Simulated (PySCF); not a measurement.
Gas-phase reaction: InCl3 + H2 ⇌ InCl + 2 HCl

Energies from PySCF, thermal terms from the rigid-rotor harmonic-oscillator model, ideal gas at 1 bar. † marks an energy on the PBE0/def2-TZVP geometry and frequencies. MP2 freezes the core. All species are closed-shell singlets. In: scalar-relativistic def2 core potential, no spin-orbit coupling. MP2 isn't extrapolated to the basis-set limit; its ΔH°(298 K) is 139.5 kJ in def2-SVP and 112.1 kJ in def2-TZVPP. The harmonic model lacks anharmonicity and excited electronic states, which grow with temperature; levels with a mode under 35 cm⁻¹ are left out. Soft modes under 120 cm⁻¹ make the harmonic entropy rough for InCl3.

```
level               ΔE electronic, kJ  ΔH°(298 K), kJ  ΔS°(298 K), J/K  ΔG°(1600 K), kJ
------------------  -----------------  --------------  ---------------  ---------------
HF/def2-TZVP†                     115             118              151             -104
M06-2X/def2-TZVP†                 135             138              151              -84
MP2/def2-SVP†                     137             140              151              -83
MP2/def2-TZVPP†                   109             112              151             -110
r2SCAN/def2-TZVP†                 123             125              151              -97
ωB97M-V/def2-TZVP†                118             121              151             -101
```
ΔH° is lowest at MP2/def2-TZVPP† and highest at MP2/def2-SVP†. No reference value is set beside these.
